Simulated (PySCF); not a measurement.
**Frontier levels across methods**

C4H7ClSi.
Geometry (PBE0-D3(BJ)/def2-SVP, Å), atoms numbered from 1 in this order:
```xyz
13
C4H7ClSi angstrom
C      1.549   -1.182   -1.241
C      0.549   -1.767   -0.885
C     -0.668   -2.464   -0.504
Si    -2.171   -1.288   -0.733
C     -0.798   -3.762   -1.302
Cl    -2.305   -4.631   -0.896
H      2.437   -0.661   -1.548
H     -0.627   -2.714    0.572
H     -1.767    0.066   -0.257
H     -3.345   -1.756    0.056
H     -2.510   -1.236   -2.186
H      0.038   -4.442   -1.092
H     -0.820   -3.556   -2.381
```

Basis pcSseg-1 throughout (PySCF), one geometry. The structure is a single PBE0-D3(BJ)/def2-SVP conformer in the gas phase; no vibrational or solvent corrections.

Problem. How do the orbital energies, the gap and the dipole change with the method?

Solution. 
| method | kind | HOMO (eV) | LUMO (eV) | gap (eV) | μ (D) | SCF cycles |
| --- | --- | --- | --- | --- | --- | --- |
| BLYP | GGA | -6.38 | -0.77 | 5.61 | 1.28 | 14 |
| B97-D | GGA | -6.51 | -0.83 | 5.68 | 1.33 | 14 |
| OPBE | GGA | -6.52 | -0.81 | 5.70 | 1.31 | 14 |
| PBE | GGA | -6.55 | -0.94 | 5.61 | 1.30 | 14 |
| KT3 | GGA | -6.56 | -0.94 | 5.61 | 1.32 | 15 |
| KT2 | GGA | -6.58 | -1.04 | 5.53 | 1.35 | 15 |
| BP86 | GGA | -6.66 | -1.04 | 5.62 | 1.32 | 14 |
| LDA | LDA | -6.71 | -1.18 | 5.54 | 1.32 | 14 |
| B97-2 | global hybrid | -7.49 | 0.01 | 7.51 | 1.41 | 14 |
| B3LYP | global hybrid | -7.50 | -0.15 | 7.35 | 1.37 | 14 |
| PBE0 | global hybrid | -7.75 | 0.05 | 7.80 | 1.41 | 14 |
| mPW1PW91 | global hybrid | -7.77 | 0.05 | 7.82 | 1.42 | 14 |
| BHandHLYP | global hybrid | -8.79 | 1.12 | 9.90 | 1.49 | 13 |
| CAM-B3LYP | range-separated hybrid | -9.06 | 1.19 | 10.25 | 1.41 | 13 |
| wB97X-D | range-separated hybrid | -9.60 | 1.83 | 11.43 | 1.46 | 14 |
| HF | Hartree–Fock | -10.41 | 3.55 | 13.96 | 1.68 | 11 |
| LC-wPBE | range-separated hybrid | -10.46 | 2.37 | 12.83 | 1.46 | 14 |

The HOMO spans 4.08 eV, from BLYP down to LC-wPBE, and the gap runs from 5.53 eV (KT2) to 13.96 eV (HF). Over the methods BLYP (0 %), B97-D (0 %), OPBE (0 %), PBE (0 %), KT3 (0 %), KT2 (0 %), BP86 (0 %), LDA (0 %), B97-2 (21 %), B3LYP (20 %), PBE0 (25 %), mPW1PW91 (25 %), BHandHLYP (50 %), HF (100 %), a straight line through the gap against the share of exact exchange rises by 0.84 eV for each 10 % (correlation coefficient 1.000). The dipole ranges from 1.28 D (BLYP) to 1.68 D (HF). This basis has no diffuse functions.
